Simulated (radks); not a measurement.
Question: Radial electron density D(r) = 4 pi r^2 rho(r) of an atom or ion with 40 electrons. All-electron calculation, scalar-relativistic Kohn-Sham, PBE, spin-polarised, spherical densities, point nucleus. Program: a radial shooting solver on a logarithmic mesh with Libxc functionals.

```
   r/bohr * D(r) (the largest magnitude, 61.6, reaches the edge; | marks zero)
 0.003566 |     *
 0.004151 |      *
 0.004833 |        *
 0.005581 |           *
 0.006497 |             *
 0.007564 |                 *
 0.008735 |                    *
  0.01017 |                        *
  0.01184 |                             *
  0.01378 |                                 *
  0.01592 |                                     *
  0.01853 |                                        *
  0.02157 |                                           *
  0.02511 |                                            *
    0.029 |                                            *
  0.03376 |                                          *
  0.03931 |                                        *
  0.04576 |                                      *
  0.05285 |                                     *
  0.06152 |                                      *
  0.07162 |                                          *
  0.08271 |                                              *
  0.09629 |                                                   *
   0.1121 |                                                      *
   0.1305 |                                                     *
   0.1507 |                                                *
   0.1755 |                                        *
   0.2043 |                                  *
   0.2378 |                                *
   0.2746 |                                  *
   0.3197 |                                      *
   0.3722 |                                        *
   0.4298 |                                     *
   0.5004 |                              *
   0.5825 |                    *
   0.6781 |             *
   0.7832 |         *
   0.9118 |        *
    1.061 |       *
    1.236 |       *
    1.427 |     *
    1.661 |    *
    1.934 |  *
    2.252 | *
      2.6 |*
    3.027 |*
    3.524 |*
     4.07 |*
    4.738 *
    5.516 *
    6.421 *
    7.416 *
    8.633 *
    10.05 *
     11.7 *
    13.51 *
    15.73 *
```

What is the nuclear charge?

Answer: Z = 40. The innermost maximum, from 1s, lies near gamma/Z bohr with gamma = sqrt(1 - (Z/c)^2) = 0.956, here 0.0239 bohr (found: 0.0261), and its height grows with Z. The density is that of neutral zirconium in [Kr] 4d2 5s1 5p1; the configuration itself is not fixed sharply by these data, and Z only to a few units. D(r) has 3 maxima, at r = 0.0261, 0.115, 0.366 bohr, and minima at 0.0528, 0.236 bohr, inside which lie 2.05, 11.09 electrons.
